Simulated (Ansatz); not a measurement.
Geometry optimisation, Ansatz 0.2.0, UKS B3LYP/def2-SVP.

The input (input.yaml):

```yaml
crystal:
  periodic: [false, false, false]
  atoms:
    - { symbol: Li, position_ang: [-2.22519, 0.46839, -1.4141] }
    - { symbol: B, position_ang: [-0.64395, -0.16091, -0.16499] }
    - { symbol: C, position_ang: [0.62785, 0.7429, -0.36208] }
    - { symbol: O, position_ang: [-0.30957, -1.13447, 0.81262] }
    - { symbol: H, position_ang: [0.88945, 0.89564, -1.40986] }
    - { symbol: H, position_ang: [0.44289, 1.74507, 0.03262] }
    - { symbol: H, position_ang: [1.5257, 0.36636, 0.14323] }
    - { symbol: H, position_ang: [-0.9027, -1.80868, 1.16599] }
    - { symbol: H, position_ang: [-1.26551, -1.03449, 0.30343] }
total_charge: 1
magnetization:
  spin_polarized: true
basis:
  gaussian: { orbitals: def2-SVP }
hamiltonian:
  xc: b3lyp
relax:
  f_tol: 0.02
  max_steps: 50
```

Launched with:

```bash
$ ansatz run input.yaml --threads 2 --pin off --max-ram 3072MiB --backend cpu --events-out ev --progress --plain --runs-dir out
```

Where does it end, and by what steps?

It converged. The force dipped under the threshold on the way, but the program's further checks kept it going. After 19 steps the energy has fallen by 5.122 eV; Li1 moved furthest, 0.82 Å. Parted: O4–H9 (1.09 → 2.22 Å). Joined: Li1–C3 (3.05 → 2.18 Å), Li1–H9 (2.48 → 1.85 Å).

```csv
step,energy less start (eV),largest force component (eV/Å),accepted
0,0.0000,5.358,yes
1,-0.8036,3.427,yes
2,-1.7668,3.524,yes
3,-2.9767,5.078,yes
4,-4.1785,3.697,yes
5,-4.8178,1.377,yes
6,-4.9670,0.559,yes
7,-5.0015,0.714,yes
8,-5.0614,0.405,yes
9,-5.1054,0.283,yes
10,-5.1105,0.221,yes
11,-5.1150,0.047,yes
12,-5.1156,0.079,yes
13,-5.1172,0.030,yes
14,-5.1206,0.121,yes
15,-5.1196,0.211,no
16,-5.1220,0.009,yes
17,-5.1222,0.049,yes
18,-5.1201,0.190,no
19,-5.1223,0.004,yes
```

```xyz
9
Properties=species:S:1:pos:R:3
Li -1.530 0.903 -1.326
B -0.500 -0.472 0.186
C 0.429 0.670 -0.404
O -0.042 -1.343 1.072
H 0.585 0.599 -1.503
H 0.085 1.699 -0.164
H 1.437 0.598 0.031
H -0.644 -2.024 1.406
H -1.681 -0.549 -0.190
```

Whether the end is a true minimum wasn't checked by a vibrational analysis.

Run time: 41 s on 2 threads of Intel(R) Xeon(R) Platinum 8488C (Sapphire Rapids), on a shared host, peak memory 0.21 GiB.
